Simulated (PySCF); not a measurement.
XPS shifts beside NMR shieldings

Species: C7H12BN.
SMILES with atom numbers: `[CH3:1][C:2]#[C:3][B@@H-:4]([CH2:5][CH3:6])[N+:7]#[C:8][CH3:9]`

Binding energies: PySCF 2.14.0, delta-SCF UKS SCAN, pcX-2 on the ionised atom, pcseg-1 elsewhere, spin-free X2C. Shieldings: GIAO CAM-B3LYP/pcSseg-1, non-relativistic, same geometry.

```csv
atom,isotropic shielding (ppm)
C1,178.0
C2,85.4
C3,85.5
C5,165.2
C6,167.9
C8,64.7
C9,181.9
```

What are the C 1s binding energies of these atoms?

```
atom                environment  C 1s (eV)  isotropic shielding (ppm)
  C3              alkyne carbon     288.35                       85.5
  C2              alkyne carbon     288.80                       85.4
  C5  sp3 carbon bound to boron     288.81                      165.2
  C6              methyl carbon     289.78                      167.9
  C1         propargylic carbon     290.81                      178.0
  C8       triply bonded carbon     292.81                       64.7
  C9              methyl carbon     293.26                      181.9
```

Among the listed atoms, is the one with the highest binding energy also the least shielded?

No. The highest binding energy is at C9 (293.26 eV, shielding 181.9 ppm), the lowest shielding at C8 (64.7 ppm, 292.81 eV).

Over these 7 sites the two quantities correlate at r = 0.15. By binding energy: C3 < C2 ≈ C5 < C6 < C1 < C8 < C9. By shielding: C8 < C2 ≈ C3 < C5 < C6 < C1 < C9.

The unrestricted hole states depart most from a pure doublet (⟨S²⟩ = 0.75; over 0.85 named) for C 1s of C8 (0.95), which makes this value less certain. Isolated species at its PBE0-D3(BJ)/def2-SVP geometry (one conformer only).

Shape of the structure used: `[CH3:1][C:2]#[C:3][B@@H-:4]([CH2:5][CH3:6])[N+:7]#[C:8][CH3:9]`: C3–B4–C5–C6 180°.
